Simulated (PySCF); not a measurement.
Ti(Cl)4 anion (Cl4Ti), SMILES [Cl][Ti]([Cl])([Cl])[Cl] (connectivity only; charge and spin as stated), charge -1, multiplicity 2. Atoms are numbered in the order given.

```xyz
5

Ti     0.0000     0.0000     0.0000
Cl     1.2866    -1.2866     1.3856
Cl     1.2866     1.2866    -1.3856
Cl    -1.2866    -1.2866    -1.3856
Cl    -1.2866     1.2866     1.3856
```
Charge -1, spin multiplicity 2.

The structure is a stationary point at PBE0-D3(BJ)/def2-SVPD. The multiplicity is an assumed one; no other spin state was optimised. The isomer is the one that the SMILES or the coordinates give; other isomers of the formula were not compared.

All values below come from B3LYP/def2-SVPD run with PySCF.

Gas-phase values at a fixed geometry.

```json
{
 "total_energy": "-2690.06642 hartree",
 "point_group": "D2d",
 "α spin, highest occupied and lowest empty level": "-1.74 and 0.91 eV",
 "β spin, highest occupied and lowest empty level": "-4.37 and 1.44 eV",
 "dipole_moment_about_the_centre_of_nuclear_charge": "0.00 D",
 "mean_static_polarisability": "108.5 bohr³ (16.07 Å³)",
 "polarisability_principal_values": "103.3, 103.3, 118.7 bohr³",
 "⟨S²⟩": "0.753 (pure state 0.75)"
}
```
